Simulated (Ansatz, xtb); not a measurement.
**Two conformers of CH5FGe2**

Structure X is `[CH3][GeH2][Ge][F]`, a singlet and structure Y is `[CH3][GeH2][Ge][F]`, a singlet. Both are isolated molecules in the gas phase, relaxed with PBE0-D3(BJ)/def2-SVP.

X (Å):

```xyz
9

C    -0.6781    1.8891    1.0465
F    -0.9157    2.2613   -2.2665
Ge   -2.5151    1.8431    0.3594
Ge   -2.5559    2.8544   -1.9545
H    -0.5481    1.1818    1.8777
H    -0.4260    2.8995    1.3985
H     0.0045    1.6218    0.2275
H    -3.5026    2.4735    1.3711
H    -2.9495    0.3623    0.1890
```

Y (Å):

```xyz
9

C    -0.2508    1.5232    1.6371
F     3.7249    4.4309    1.9993
Ge    0.9670    3.0483    1.4070
Ge    3.1884    2.8599    2.6009
H    -0.4944    1.3789    2.6998
H     0.2093    0.5993    1.2575
H    -1.1874    1.6952    1.0872
H     0.2608    4.3369    1.8979
H     1.2413    3.2528   -0.1039
```

Task: Estimate E(Y) − E(X) at the level CCSD(T)/def2-SVP + ΔMP2/def2-TZVPP.

Result: Too close to call at this level: CCSD(T)/def2-SVP + ΔMP2/def2-TZVPP gives E(Y) − E(X) = +0.60 kcal/mol.

How the difference moves with the method:

```json
{"level": "PBE0-D3(BJ)/def2-SVP", "geometry": "PBE0-D3(BJ)/def2-SVP", "E(Y) − E(X) (kcal/mol)": "+0.89", "departure from the last row (kcal/mol)": "+0.30", "job, with rough time for the two": "optimisation, 2.1 min"}
{"level": "HF/def2-SVP", "geometry": "PBE0-D3(BJ)/def2-SVP", "E(Y) − E(X) (kcal/mol)": "+0.41", "departure from the last row (kcal/mol)": "−0.19", "job, with rough time for the two": "part of the CCSD(T) run"}
{"level": "MP2/def2-SVP", "geometry": "PBE0-D3(BJ)/def2-SVP", "E(Y) − E(X) (kcal/mol)": "+0.82", "departure from the last row (kcal/mol)": "+0.23", "job, with rough time for the two": "part of the CCSD(T) run"}
{"level": "CCSD(T)/def2-SVP", "geometry": "PBE0-D3(BJ)/def2-SVP", "E(Y) − E(X) (kcal/mol)": "+0.79", "departure from the last row (kcal/mol)": "+0.19", "job, with rough time for the two": "single point"}
{"level": "CCSD(T)/def2-SVP + ΔMP2/def2-TZVPP", "geometry": "PBE0-D3(BJ)/def2-SVP", "E(Y) − E(X) (kcal/mol)": "+0.60", "departure from the last row (kcal/mol)": "", "job, with rough time for the two": "single point, 2 min"}
```

The largest departure from CCSD(T)/def2-SVP + ΔMP2/def2-TZVPP is that of PBE0-D3(BJ)/def2-SVP, 0.30 kcal/mol. Levels run at GFN2-xTB geometries aren't shown. The last row adds to CCSD(T) the change of the MP2 difference between the two basis sets, here −0.19 kcal/mol.

With harmonic frequencies from PBE0-D3(BJ)/def2-SVP (ideal gas, rigid rotor, one conformer each, 298.15 K, 1 atm): on the last row, ΔE + ΔZPE = +0.48 kcal/mol. A mode under 50 cm⁻¹ makes harmonic enthalpies and free energies unreliable, so none is given.

The correlated steps freeze 20 core orbitals; the filled d shell of Ge is correlated, in a basis made for valence electrons. Run with Ansatz 0.2.0; the last row on 2 threads of Arm Neoverse N1 on a shared host.
